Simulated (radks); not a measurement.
Ba, configuration [Xe] 5d1 6s1 (not the ground configuration). All-electron calculation, scalar-relativistic Kohn-Sham, r2SCAN, spin-polarised, spherical densities, finite nucleus; open shells are filled with parallel spins first (spin-orbit coupling, left out, can overturn this in heavy ions); meta-GGA in the generalised Kohn-Sham scheme; Fermi nuclear charge, rms radius 4.8378 fm. Program: a radial shooting solver on a logarithmic mesh with Libxc functionals.

Unscreened Slater integrals over Kohn-Sham orbitals (cm^-1). They are taken over the spin-up orbitals.

| integral | value |
|---|---|
| F0(5d,5d) | 51867 |
| F2(5d,5d) | 24847 |
| F4(5d,5d) | 15752 |
| F0(5d,6s) | 43963 |
| G2(5d,6s) | 16521 |
| F0(5d,5p) | 66006 |
| F2(5d,5p) | 26837 |
| G1(5d,5p) | 28595 |
| G3(5d,5p) | 17325 |
| F0(5d,5s) | 67885 |
| G2(5d,5s) | 16388 |
| F0(6s,6s) | 40136 |
| F0(6s,5p) | 50138 |
| G1(6s,5p) | 3465.9 |
| F0(6s,5s) | 50834 |
| G0(6s,5s) | 1828.2 |
| F0(5p,5p) | 101650 |
| F2(5p,5p) | 54603 |
| F0(5p,5s) | 109210 |
| G1(5p,5s) | 72763 |
| F0(5s,5s) | 119180 |

Derived for the open shells (J is the average intra-shell exchange parameter used in DFT+U). 5d: Racah B = F2/49 - 5 F4/441 = 328.5 cm^-1, C = 35 F4/441 = 1250 cm^-1, C/B = 3.81, F4/F2 = 0.634, J = (F2 + F4)/14 = 2900 cm^-1.
